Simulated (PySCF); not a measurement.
Mo(OH)2 (H2MoO2), SMILES [OH][Mo][OH] (connectivity only; charge and spin as stated), neutral, multiplicity 3.

Geometry optimised at PBE-D3(BJ)/def2-TZVP. The multiplicity is an assumed one; other spin states were not compared. The def2 effective core potentials stand for the cores of Mo; spin–orbit coupling is left out. One conformer was computed; it need not be the lowest.

These are PBE-D3(BJ)/def2-TZVP run with PySCF values and carry that method's errors.

Frequencies are harmonic and unscaled.

Computed normal modes with their intensities:
```json
[
 {"mode": "1", "ν (cm⁻¹)": "111", "IR (km/mol)": "15.4", "moving atoms (share of kinetic energy)": "O 48 %, H 31 %, Mo 21 %"},
 {"mode": "2", "ν (cm⁻¹)": "448", "IR (km/mol)": "0.0", "moving atoms (share of kinetic energy)": "H 89 %, O 11 %"},
 {"mode": "3", "ν (cm⁻¹)": "459", "IR (km/mol)": "156.0", "moving atoms (share of kinetic energy)": "H 65 %, O 30 %"},
 {"mode": "4", "ν (cm⁻¹)": "509", "IR (km/mol)": "137.3", "moving atoms (share of kinetic energy)": "H 83 %, O 16 %"},
 {"mode": "5", "ν (cm⁻¹)": "522", "IR (km/mol)": "60.7", "moving atoms (share of kinetic energy)": "H 63 %, O 35 %"},
 {"mode": "6", "ν (cm⁻¹)": "741", "IR (km/mol)": "15.6", "moving atoms (share of kinetic energy)": "O 87 %, H 11 %"},
 {"mode": "7", "ν (cm⁻¹)": "765", "IR (km/mol)": "138.4", "moving atoms (share of kinetic energy)": "O 66 %, Mo 24 %, H 9 %"},
 {"mode": "8", "ν (cm⁻¹)": "3761", "IR (km/mol)": "409.1", "moving atoms (share of kinetic energy)": "H 94 %"},
 {"mode": "9", "ν (cm⁻¹)": "3766", "IR (km/mol)": "121.4", "moving atoms (share of kinetic energy)": "H 94 %"}
]
```
